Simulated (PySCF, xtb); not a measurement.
ZrH₄, SMILES [ZrH4], multiplicity 1.

Harmonic wavenumbers (cm⁻¹) from GFN2-xTB run with xtb at its own minimum, in rising order: 576, 576, 576, 677, 677, 1164, 1164, 1164, 1235.

Question: What does r2SCAN-D4/def2-TZVPD run with PySCF give at its own minimum? (An estimate is asked for; the answer gives what the named calculation found.)

Answer: 535, 535, 535, 625, 625, 1680, 1680, 1680, 1741. Paired by order, the mean absolute difference is 253 cm⁻¹ and the zero-point energies are 11.2 and 13.8 kcal/mol.
